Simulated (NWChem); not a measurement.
**A calculation on BeCl (+1)**

```xyz
2

Be     0.0000     0.0000    -1.4219
Cl     0.0000     0.0000     0.3346
```
Charge +1, spin multiplicity 1.

Everything below was run with NWChem. The geometry was optimised at B3LYP/def2-SVP, a minimum by its harmonic frequencies.

Symmetry labels belong to the abelian group C2v used in the runs, with the axes of the coordinates shown; states degenerate in a higher group split over its labels.

The spin multiplicity of the parent species was assumed, not shown to be that of its ground state. The structure started from a generated list of species.

Problem. List the lowest 3 singlet excitations that TD-PBE/aug-cc-pVDZ gives, with oscillator strengths.

Solution. 
| state | symmetry | energy (eV) | wavelength (nm) | f |
|---|---|---|---|---|
| 1 | b1 | 3.15 | 394 | 0.012 |
| 2 | b2 | 3.15 | 394 | 0.012 |
| 3 | a1 | 5.35 | 232 | 0.033 |
